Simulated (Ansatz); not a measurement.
Relaxation of FH₅W (7 atoms, charge 0, multiplicity 1), to a largest force component of 0.03 eV/Å in at most 50 steps.

Computed with Ansatz, RKS PBE-D4/def2-SVP.

```xyz
7
Properties=species:S:1:pos:R:3:forces:R:3
W -0.056 0.207 0.369 0.54 -0.46 -0.21
F 0.739 0.319 2.042 -0.08 0.31 0.66
H 1.357 -0.720 0.273 -0.45 0.18 -0.54
H -0.123 1.714 -0.438 -0.01 0.01 0.00
H -1.542 -0.632 0.415 -0.06 0.03 0.00
H -0.154 -1.176 -0.590 0.02 -0.01 0.00
H 0.719 0.288 -1.133 0.04 -0.06 0.09
```

Where does it end, and by what steps?

It converged. After 5 steps the energy has fallen by 0.088 eV; H3 moved furthest, 0.18 Å.

```tsv
step	energy less start (eV)	largest force component (eV/Å)	accepted
0	0.0000	0.664	yes
1	-0.0683	0.176	yes
2	-0.0843	0.062	yes
3	-0.0863	0.060	yes
4	-0.0873	0.038	yes
5	-0.0876	0.007	yes
```

```xyz
7
Properties=species:S:1:pos:R:3
W -0.018 0.184 0.386
F 0.700 0.368 2.103
H 1.328 -0.744 0.093
H -0.170 1.680 -0.426
H -1.547 -0.578 0.393
H -0.154 -1.236 -0.522
H 0.800 0.326 -1.088
```

The run took 12 s on 1 thread of Arm Neoverse V2, on a shared host, peak memory 0.12 GiB.
